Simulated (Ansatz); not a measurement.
**How methods differ on SnH3O2 (SMILES [OH][SnH][OH])**

The species is SnH3O2 (6 atoms), meant as a doublet with charge 0. As SMILES, `[OH][SnH][OH]`. Geometry: optimised at B3LYP/def2-SVP. This is one conformer, not always the lowest.

Quantity: the adiabatic ionisation energy (to the singlet cation, shapes relaxed at B3LYP/def2-SVP, no zero-point term), in eV. The values are calculated.

```
                              level                 kind  program  value (eV)  CPU time (all runs)
  USVWN5/def2-TZVP (core potential)                  LDA   Ansatz        7.59                  4 s
   UBLYP/def2-TZVP (core potential)                  GGA   Ansatz        7.56                8.6 s
U-r2SCAN/def2-TZVP (core potential)             meta-GGA   Ansatz        7.69                 17 s
  UB3LYP/def2-TZVP (core potential)        global hybrid   Ansatz        7.73                9.5 s
UPBE0-D4/def2-TZVP (core potential)        global hybrid   Ansatz        7.61                9.1 s
 UB2PLYP/def2-TZVP (core potential)        double hybrid   Ansatz        7.53                 20 s
 RPA@PBE/def2-TZVP (core potential)                  RPA   Ansatz        7.70                 18 s
    UMP2/def2-TZVP (core potential)  perturbation theory   Ansatz        7.38                7.5 s
```

Spin-orbit coupling, which can split open shells on such heavy atoms by tenths of an eV, is left out. The values span 7.38 to 7.73 eV. In the correlated wave-function rows the outer d shell of Sn is correlated, in sets not made for it. In so small a basis fixed costs decide the times, and correlated methods can beat functionals. CPU times are rough (shared hosts, several kinds of processor and program).
